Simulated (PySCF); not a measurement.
CH₆O₂Si₂, SMILES O=C([SiH3])[SiH2]O.

Geometry: B3LYP-D3(BJ)/def2-SVP. The geometry has at least one imaginary mode, so it is a saddle point at that level. This is a generated structure with no PubChem entry under its InChIKey; it may be hypothetical. One conformer was computed; it need not be the lowest.

Two levels are set side by side: PBE/def2-TZVP (PySCF) and HF/def2-TZVP (PySCF). Same geometry, gas phase. Differences are taken from unrounded values.

```json
[
 {"quantity": "orbital gap (eV)", "HF": "12.15", "PBE": "2.25", "PBE minus HF": "-9.89"},
 {"quantity": "highest occupied level (eV)", "HF": "-10.16", "PBE": "-5.56", "PBE minus HF": "4.60"},
 {"quantity": "lowest empty level (eV)", "HF": "1.99", "PBE": "-3.30", "PBE minus HF": "-5.29"},
 {"quantity": "dipole moment (D)", "HF": "2.59", "PBE": "1.93", "PBE minus HF": "-0.67"},
 {"quantity": "mean polarisability (bohr³)", "HF": "64.5", "PBE": "77.0", "PBE minus HF": "12.5"}
]
```

Without exact exchange PBE keeps part of each electron's self-repulsion, which lifts occupied levels and narrows the gap. Loosely held outer electrons make PBE densities more polarisable. Differences between two approximate levels are no errors against the true value.

Rough cost on one machine, each run with all the roots and properties that it gave: HF against PBE about 1/3.
